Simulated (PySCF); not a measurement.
Isomers of C7H10, one GFN2-xTB conformer each. Single-point energies are computed at PBE0/pcSseg-1 (PySCF, gas phase, no added dispersion term), electronic only.

| SMILES | GFN2-xTB relative energy (kJ/mol) |
| --- | --- |
| C=C=C=CCCC | 85.6 |
| CC#CC1CCC1 | 0.0 |

Conformers: `[CH2:1]=[C:2]=[C:3]=[CH:4][CH2:5][CH2:6][CH3:7]` with C3–C4–C5–C6 -114°, C4–C5–C6–C7 -176°; `[CH3:1][C:2]#[C:3][CH:4]1[CH2:5][CH2:6][CH2:7]1` with C3–C4–C5–C6 -130°, C4–C5–C6–C7 11°, C5–C6–C7–C4 -11°, C3–C4–C7–C6 130°.

Problem. What does PBE0/pcSseg-1 give for the same structures?

Solution. 
```tsv
SMILES	PBE0/pcSseg-1 E (Eh)	PBE0/pcSseg-1 (kJ/mol)	GFN2-xTB (kJ/mol)	point group
CC#CC1CCC1	-272.30571	0.0	0.0	–
C=C=C=CCCC	-272.29702	22.8	85.6	C1
```

Both levels put the same isomer lowest. As drawn, the lower has a four-membered ring and a C≡C bond, which the higher lacks; the higher has cumulated double bonds and a C=C bond outside aromatic rings, which the lower lacks.

Problem. Which frontier levels, dipoles and rotational constants go with these structures?

Solution. 
```
    SMILES  HOMO (eV, PBE0/pcSseg-1)  LUMO (eV)  dipole (D)       A, B, C (MHz)
CC#CC1CCC1                     -7.02       1.26        0.18    8209, 1234, 1173
C=C=C=CCCC                     -6.70      -1.31        0.85  9979, 895.8, 863.9
```

Problem. As an exercise, what shares would exp(−E/RT) give at 2000 K from these electronic energies alone (no entropy, no degeneracies)?

Solution. RT = 16.629 kJ/mol: CC#CC1CCC1 79.8 %, C=C=C=CCCC 20.2 %.
